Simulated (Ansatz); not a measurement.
Born–Oppenheimer molecular dynamics of C3H10AlB (15 atoms, charge 0, multiplicity 1). It starts from a relaxed structure.

The calculation used UKS PBE0-D4/STO-3G in Ansatz 0.2.0.

| Item | Value |
| --- | --- |
| ensemble | NVE (velocity Verlet) |
| time step | 0.5 fs |
| steps asked | 111 |
| starting velocities drawn for | 100 K |
| seed | 461455 |

First frame:

```xyz
15
Properties=species:S:1:pos:R:3
C 0.259 -1.524 0.169
C 1.228 -0.424 -0.315
C 0.525 0.763 -1.031
B -0.629 1.518 -0.266
Al -1.620 0.718 1.296
H -0.406 -1.157 0.970
H 0.812 -2.376 0.586
H -0.373 -1.887 -0.653
H 1.798 -0.048 0.548
H 1.958 -0.884 -1.001
H 0.047 0.378 -1.953
H 1.298 1.463 -1.388
H -0.901 2.567 -0.729
H -1.107 0.867 2.702
H -2.911 -0.026 1.095
```

How far do the bonds stretch over the last three quarters of this one trajectory? (Pairs bonded in most of those frames.)


```csv
bond,mean (Å),spread (Å),shortest,longest
C1–C2,1.544,0.013,1.52,1.57
C1–H6,1.105,0.005,1.10,1.11
C1–H7,1.098,0.007,1.09,1.11
C1–H8,1.100,0.012,1.08,1.12
C2–C3,1.558,0.012,1.54,1.58
C2–H9,1.101,0.009,1.09,1.11
C2–H10,1.102,0.008,1.09,1.11
C3–B4,1.574,0.016,1.54,1.60
C3–H11,1.108,0.018,1.08,1.13
C3–H12,1.102,0.011,1.09,1.12
B4–Al5,2.019,0.009,1.99,2.03
B4–H13,1.179,0.016,1.16,1.20
Al5–H14,1.505,0.011,1.49,1.52
Al5–H15,1.505,0.012,1.49,1.52
```

Mean temperature of the second half: 50 K. The conserved energy stayed within 0.082 meV per atom of its start (net change 0.035 meV per atom), so the integration is sound. The temperature averaged 0.50 of the 100 K drawn at the start: a run that starts near a minimum puts about half its kinetic energy into the potential. A run of 0.056 ps of so small a system gives no equilibrium averages. Limits of this set-up: minimal basis.

Time of the run: 6.6 min on 1 thread of Arm Neoverse V2 (shared host), peak memory 0.14 GiB.
